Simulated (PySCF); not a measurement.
## Calculated data, AlClH3NSi, Al2ClN, CH3AlOSi

Computed with PySCF 2.14.0. Calculation on a computer-drawn molecule: optimised geometry and harmonic frequencies of an isolated molecule of the commonest isotopes, restricted reference for singlets and unrestricted otherwise, frozen core in MP2.

Common to all runs: charge 0; multiplicity 1; basis cc-pV(D+d)Z.

```yaml
- entry: 1
  formula: AlClH3NSi
  start_structure:
    atoms_angstrom:
      - [Al, -0.1585, 1.1232, -0.8351]
      - ["N", -0.3937, -0.5954, -0.2511]
      - [Si, -0.9718, -1.9898, -1.0518]
      - [Cl, -2.8725, -2.5536, -0.4022]
      - [H, -0.1853, -0.7571, 0.7261]
      - [H, -1.0935, -1.6837, -2.4882]
      - [H, -0.1301, -3.1772, -0.8304]
  given:
    method: MP2
    drawn_bonds_atom: [1, 2, 3, 2, 3, 3]
    drawn_bonds_other_atom: [2, 3, 4, 5, 6, 7]
    drawn_bonds_order: [1, 1, 1, 1, 1, 1]
  results:
    optimised_atom_element: [Al, "N", Si, Cl, H, H, H]
    "optimised_atom_x [angstrom]": [-0.1623, -0.3871, -0.9814, -2.875, -0.1803, -1.087, -0.1318]
    "optimised_atom_y [angstrom]": [1.106, -0.5952, -1.993, -2.571, -0.7533, -1.64, -3.187]
    "optimised_atom_z [angstrom]": [-0.9021, -0.2215, -1.042, -0.4142, 0.7726, -2.474, -0.8519]
    "modes_frequency [cm^-1]": [65.48, 134.4, 219.7, 427.2, 532.9, 567.9, 656.5, 788.1, 878.3, 931.6, 979.1, 1053, 2292, 2301, 3531]
    "modes_reduced_mass [dalton]": [10.56, 4.691, 3.86, 1.4, 6.176, 2.715, 2.021, 1.056, 3.619, 1.125, 1.067, 1.451, 1.031, 1.052, 1.074]
    "rotational_constants [GHz]": [10.3, 1.427, 1.335]
    "total_energy [hartree]": -1047.1138
    "convergence_status_largest_gradient_component [hartree/bohr]": 3.443e-05
- entry: 2
  formula: Al2ClN
  start_structure:
    atoms_angstrom:
      - [Al, -1.5466, -0.3593, 4.7831]
      - ["N", -1.8855, -1.6299, 3.593]
      - [Al, -2.247, -2.9048, 2.5273]
      - [Cl, -2.6022, -4.4109, 1.1321]
  given:
    method: HF
    drawn_bonds_atom: [1, 2, 3]
    drawn_bonds_other_atom: [2, 3, 4]
    drawn_bonds_order: [1, 2, 1]
  results:
    optimised_atom_element: [Al, "N", Al, Cl]
    "optimised_atom_x [angstrom]": [-1.561, -1.899, -2.213, -2.609]
    "optimised_atom_y [angstrom]": [-0.3854, -1.672, -2.868, -4.38]
    "optimised_atom_z [angstrom]": [4.746, 3.596, 2.524, 1.169]
    "modes_frequency [cm^-1]": [26.02, 177.8, 179.2, 387.0, 688.5, 1293]
    "modes_reduced_mass [dalton]": [18.28, 22.3, 21.84, 29.48, 25.57, 16.07]
    "rotational_constants [GHz]": [1.051, 1.051]
    "total_energy [hartree]": -997.8549
    "convergence_status_largest_gradient_component [hartree/bohr]": 2.312e-05
- entry: 3
  formula: CH3AlOSi
  start_structure:
    atoms_angstrom:
      - [Al, -1.938, 0.8172, -0.9782]
      - [O, -0.8376, 0.2943, 0.2304]
      - [C, 0.148, 0.0153, 1.1634]
      - [Si, 0.5874, -1.6412, 1.5777]
      - [H, 0.4919, 0.8655, 1.662]
      - [H, 0.0091, -2.7663, 0.853]
      - [H, 1.601, -1.8915, 2.5673]
  given:
    method: HF
    drawn_bonds_atom: [1, 2, 3, 3, 4, 4]
    drawn_bonds_other_atom: [2, 3, 4, 5, 6, 7]
    drawn_bonds_order: [1, 1, 2, 1, 1, 1]
  results:
    optimised_atom_element: [Al, O, C, Si, H, H, H]
    "optimised_atom_x [angstrom]": [-1.939, -0.8158, 0.08266, 0.5755, 0.532, 0.04489, 1.582]
    "optimised_atom_y [angstrom]": [0.8587, 0.3368, -0.0345, -1.627, 0.7983, -2.832, -1.807]
    "optimised_atom_z [angstrom]": [-0.9435, 0.2078, 1.133, 1.536, 1.671, 0.8828, 2.589]
    "modes_frequency [cm^-1]": [70.84, 114.2, 297.5, 358.8, 534.9, 551.1, 765.3, 899.9, 954.2, 1002, 1356, 1498, 2375, 2393, 3275]
    "modes_reduced_mass [dalton]": [7.973, 3.472, 3.521, 1.285, 1.406, 2.553, 2.508, 1.221, 1.784, 1.546, 3.16, 1.806, 1.029, 1.055, 1.086]
    "rotational_constants [GHz]": [30.72, 1.781, 1.683]
    "total_energy [hartree]": -645.3000
    "convergence_status_largest_gradient_component [hartree/bohr]": 1.928e-05
```
